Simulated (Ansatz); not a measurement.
Start from `OC(O)O` and change one element to get `[OH][SnH]([OH])[OH]`.

Ansatz, PBE0-D4/def2-TZVP geometries, multiplicity 1. Each molecule was computed in one conformer, which needn't be the lowest.

Elements past krypton have def2 core potentials.

```tsv
property	`OC(O)O`
HOMO–LUMO gap (B3LYP/def2-TZVPP) / eV	9.05
HOMO–LUMO gap (PBE/def2-TZVPP) / eV	7.09
HOMO energy (PBE/def2-TZVPP) / eV	-6.92
LUMO energy (B3LYP/def2-TZVPP) / eV	0.63
LUMO energy (PBE0/def2-TZVPP) / eV	1.05
HOMO–LUMO gap (ωB97M-V/def2-TZVPP) / eV	13.57
```

(1) Give the same properties after the change, and the shifts. (Estimate.)

Answers

(1) The calculation gave: 
| property | `[OH][SnH]([OH])[OH]` | shift |
| --- | --- | --- |
| HOMO–LUMO gap (B3LYP/def2-TZVPP) / eV | 7.19 | -1.86 |
| HOMO–LUMO gap (PBE/def2-TZVPP) / eV | 5.19 | -1.90 |
| HOMO energy (PBE/def2-TZVPP) / eV | -7.07 | -0.15 |
| LUMO energy (B3LYP/def2-TZVPP) / eV | -1.29 | -1.92 |
| LUMO energy (PBE0/def2-TZVPP) / eV | -0.91 | -1.96 |
| HOMO–LUMO gap (ωB97M-V/def2-TZVPP) / eV | 12.06 | -1.51 |

With PBE0 the HOMO falls by 0.09 eV and the LUMO falls by 1.96 eV, so the gap narrows by about 1.87 eV. PBE moves the HOMO by -0.15 eV and ωB97M-V by -0.03 eV.

B3LYP here is the variant with VWN-RPA as its local correlation; programs differ in this.
